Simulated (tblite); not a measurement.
Compound: C₂H₉FSSi₂.
Numbering: `[F:1][SiH2:2][C@H:3]([SiH3:4])[CH2:5][SH:6]` (hydrogens: H7, H8 on Si2; H9 on C3; H10, H11, H12 on Si4; H13, H14 on C5; H15 on S6)

The geometry is computed with GFN2-xTB (gas phase).

Q: What internal coordinates does the optimisation give?

A: 
```tsv
bond	length (Å)
F1–Si2	1.614
Si2–C3	1.903
C3–Si4	1.914
C3–C5	1.518
C5–S6	1.844
Si2–H7	1.454
Si2–H8	1.452
C3–H9	1.095
Si4–H10, Si4–H11, Si4–H12	1.464
C5–H13	1.090
C5–H14	1.092
S6–H15	1.332
```

Bonds in one row agree within 0.01 Å and their mean is given. A selection of angles:
```tsv
angle	degrees
F1–Si2–C3	105.5
F1–Si2–H7	105.4
F1–Si2–H8	104.7
C3–Si2–H7	110.9
C3–Si2–H8	114.9
H7–Si2–H8	114.2
Si2–C3–Si4	112.6
Si2–C3–C5	112.0
Si2–C3–H9	107.6
Si4–C3–C5	109.5
Si4–C3–H9	107.2
C5–C3–H9	107.7
C3–Si4–H10	108.1
C3–Si4–H11	108.6
H10–Si4–H11	109.9
H11–Si4–H12	111.0
C3–C5–S6	111.0
C3–C5–H13	111.1
C3–C5–H14	111.7
S6–C5–H13	107.3
S6–C5–H14	106.4
H13–C5–H14	109.2
C5–S6–H15	96.2
```

Dihedral angles: F1–Si2–C3–Si4 61° (synclinal); Si2–C3–C5–S6 -65° (synclinal); H15–S6–C5–C3 171° (antiperiplanar).

Si4 (SiH3 silicon) is tetrahedral (angles from 108.1° to 111.0°). S6 (thiol sulfur) is bent (angle 96.2°). Si2 (fluorine-bound silicon) is distorted tetrahedral (angles from 104.7° to 114.9°). Of the pairs four or more bonds apart, S6···H8 is among the closest relative to their van der Waals radii: 3.09 Å, 103 % of the sum of Bondi's values.

Point group: C1 (no symmetry element, even within 0.4 Å). Its GFN2-xTB frequencies are all real (lowest 33 cm⁻¹). The numbers are those of one conformer (F1–Si2–C3–Si4 61°, Si2–C3–C5–S6 -65°, C3–C5–S6–H 171°).
